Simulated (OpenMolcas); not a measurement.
**3d along the 19-electron sequence**

```yaml
Program: OpenMolcas 26.06
Method: SS-RASPT2, IPEA 0.25 Eh, imaginary shift 0.1 Eh
Basis: ANO-RCC-VQZP
Scalar_Hamiltonian: DKH2, point nucleus
Spin-orbit_coupling: RASSI with atomic mean-field integrals over the reference wave functions, term energies averaged over their components
```

Active space for each ion: 7 electrons in 8 orbitals (RAS1 3p, at most 2 holes; RAS2 3d); closed shells correlated by CASPT2: 3s.

Computed levels in cm-1 above ²D_3/2:

```tsv
Level	Sc2+	Ti3+	V4+	Cr5+	Mn6+	Fe7+
²D_5/2	243	417	637	946	1349	1864
weight of ²D in the lowest level (%)	100	100	100	100	100	100
```

Measured, with the error of the calculation in %. Measured levels: Sc2+ from Sugar and Corliss, J. Phys. Chem. Ref. Data 9, 473 (1980); Ti3+ from Corliss and Sugar, J. Phys. Chem. Ref. Data 8, 1 (1979); V4+ from Sugar and Corliss, J. Phys. Chem. Ref. Data 7, 1191 (1978); Cr5+ from Sugar and Corliss, J. Phys. Chem. Ref. Data 6, 317 (1977); Mn6+ from Corliss and Sugar, J. Phys. Chem. Ref. Data 6, 1253 (1977); Fe7+ from Corliss and Sugar, J. Phys. Chem. Ref. Data 11, 135 (1982).

```tsv
Level	Sc2+	Ti3+	V4+	Cr5+	Mn6+	Fe7+
²D_5/2	198 (+22.9)	382 (+9.2)	625 (+1.9)	940 (+0.6)	1350 (-0.1)	1836 (+1.5)
```

The fine-structure level ²D_5/2 changes by a factor of 7.67 from Sc2+ to Fe7+. Its fourth root runs 3.95, 4.52, 5.02, 5.55, 6.06, 6.57, with steps per unit of Z of 0.57, 0.50, 0.52, 0.51, 0.51; equal steps would mean a (Z - σ)^4 law with constant σ.

CASPT2 does not keep the components of a term degenerate, so their means are used; among the terms shown or strongly mixed into the levels shown the widest spread is 10 cm-1 (3d ²D, Fe7+). Active for correlation alone: 3p; no level in the range computed is led by a configuration that opens it, so any true level of that kind is missing. Measured partners are found by configuration, term and J. A level has none where our copy of the source lacks it or the pairing is in doubt (some pairs that miss far off the trend of their configuration count as doubtful), and it then counts in no deviation. Levels of configurations outside the active space are missing.
